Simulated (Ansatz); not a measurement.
The same path of C2H6BBrSi (11 atoms, charge 0, multiplicity 1) was run twice with different band settings. The coordinate that changes most is the dihedral H8–C1–Si2–Br3.

Theory: RKS BLYP-D4/def2-SVP in Ansatz.

Relaxed end points:

```xyz
11
Properties=species:S:1:pos:R:3
C -1.221 -1.233 -0.077
Si -0.089 -0.078 0.907
Br 0.710 -1.309 2.631
B 0.717 1.587 0.398
C 0.914 1.133 -0.990
H -2.023 -1.594 0.598
H -0.667 -2.121 -0.443
H -1.684 -0.706 -0.933
H 1.349 2.355 1.080
H 0.260 0.464 -1.574
H 1.800 1.446 -1.577
```

```xyz
11
Properties=species:S:1:pos:R:3
C -1.192 -1.264 -0.066
Si 0.010 -0.164 0.897
Br 1.042 -1.526 2.384
B 0.706 1.575 0.475
C 0.775 1.249 -0.961
H -1.770 -0.676 -0.805
H -1.897 -1.722 0.657
H -0.660 -2.088 -0.582
H 1.380 2.302 1.160
H 0.082 0.612 -1.536
H 1.589 1.643 -1.601
```

Common settings: movable images 7; climbing image yes; spring 5.0 eV/Å²; optimiser quadratic models (default); start path through a guess of the saddle point; iteration limit 60; end points relaxed.

| run | force threshold |
| --- | --- |
| 1 | 0.05 eV/Å |
| 2 | 0.5 eV/Å |

(1) What does each run give, and how far can it be trusted?

## Answers

(1) Run 1: converged after 28 iterations, highest image 0.023 eV above the first end. A structure lower than the first end lies on the path between it and the top, so the climb from that side starts below the end, which may itself be a saddle point or a shallow side well. A structure lower than the last end lies on the path between it and the top, so the climb from that side starts below the end, which may itself be a saddle point or a shallow side well. A vibrational analysis at the climbing image gives one clearly imaginary mode, 112i cm⁻¹: a first-order saddle point.
Run 2: converged after 4 iterations, highest image 0.488 eV above the first end. The threshold of 0.5 eV/Å is loose, so the images may lie well off the minimum-energy path. The order of the stationary point at the top wasn't checked. Another band between the same ends, with other settings, climbed to 0.02 eV only, so this may not be the lowest route.
